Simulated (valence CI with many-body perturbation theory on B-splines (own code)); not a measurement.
**Ni V in brief**

Method: configuration interaction combined with many-body perturbation theory (CI+MBPT): six valence electrons over a frozen Dirac-Fock core [Ar], radial functions for each j: 7 s, 7 p, 8 d, 6 f, 4 g, 1 h, with the one-electron correlation potential Σ1, the two-electron term Σ2, the three-electron term Σ3, Breit, model QED; selected CI, second order for the rest, scaled by the run's own slope (own B-spline code, finite nucleus).

Against 30 measured levels this calculation errs by 540 cm⁻¹ on average and by 1815 at most. Among the levels kept, up to 800 cm⁻¹ of a level comes from second order outside the variational space, and about a tenth of that is noise between levels of different J, which matters for small intervals. Only levels of the ground parity were solved; by the run's estimate the other parity begins above the list, which can be wrong where configurations are misplaced.

Rates and lifetimes use the calculated energies. Strong lines usually hold to 10 to 20 %, long lifetimes can be off by a factor of two.

(1) What is the ground level?

(2) What is the ionisation energy?

(3) How well does LS coupling describe the low levels?

(4) Name the longest-lived excited levels whose lifetime is computed, and their main decay.

(5) How is the term ⁵D of the ground level split?

## Answers

(1) 3d⁶ ⁵D_4, composition 99 % 3d⁶ ⁵D, g = 1.500.

(2) 74.569 eV; NIST lists 76.06 ± 0.06 eV (semi-empirical).

(3) Among the lowest 20 levels the leading LS term, summed over configurations, holds 98 % on average. For single configurations the figures are 97 % in LS and 51 % in jj coupling. Terms mix most in the J = 4 level at 3.561 eV, where the leading one holds 91 %.

(4) 3d⁶ ³H_6 at 3.215 eV lives 99700 s, mostly by E2 to 3d⁶ ⁵D_4.

(5) J = 4 at 0.0000, J = 3 at 0.1068, J = 2 at 0.1809, J = 1 at 0.2286, J = 0 at 0.2542 eV.
